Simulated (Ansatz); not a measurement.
Program: Ansatz. Geometries: PBE0-D4/def2-TZVP. ΔE: electronic, gas phase. CCSD(T)/CBS is the MP2 limit (def2-TZVPP, def2-QZVPP) plus CCSD(T) − MP2 in def2-TZVPP, frozen cores. This one scheme is used for every species. Functionals use def2-TZVPP. One conformer a species, not always the lowest.

Consider the ligand exchange at a B–Cl bond: `CSBCl` + `O[SiH3]` → `CSBO[SiH3]` + HCl.

CCSD(T)/CBS gives -8.4 kcal/mol.

**Question.** Another level gave -7.7 kcal/mol. Which?
A. revPBE/def2-TZVPP
B. r2SCAN0/def2-TZVPP
C. CAM-B3LYP-D4/def2-TZVPP
D. PBE0/def2-TZVPP

**Answer.** B. r2SCAN0 -7.7, revPBE -5.1, CAM-B3LYP-D4 -9.8, PBE0 -6.6 kcal/mol.

**Question.** What do rigid-rotor, harmonic-oscillator terms from PBE0-D4/def2-TZVP frequencies (298.15 K, 1 bar) make of the CCSD(T)/CBS value? (Estimate.)

**Answer.** Ansatz gave: ΔZPE = -1.6 kcal/mol, ΔH = -9.4 kcal/mol, ΔS = -12 J/(mol·K), ΔG = -8.5 kcal/mol. Modes under 50 cm⁻¹ make the entropy rough.

Largest T1 diagnostic among the species: 0.013.

The D4 term adds −1.3 kcal/mol with B3LYP and −0.8 kcal/mol with PBE0; it sums over pairs of atoms, weighted by their polarisabilities, and B3LYP, whose exchange is more repulsive, gets the larger term. In def2-TZVPP, CCSD(T) changes the Hartree–Fock value by +1.3 kcal/mol (the triples alone add +0.3 kcal/mol) and MP2 by +2.4 kcal/mol.

B3LYP here is the variant with VWN-RPA as its local correlation; programs differ in this.
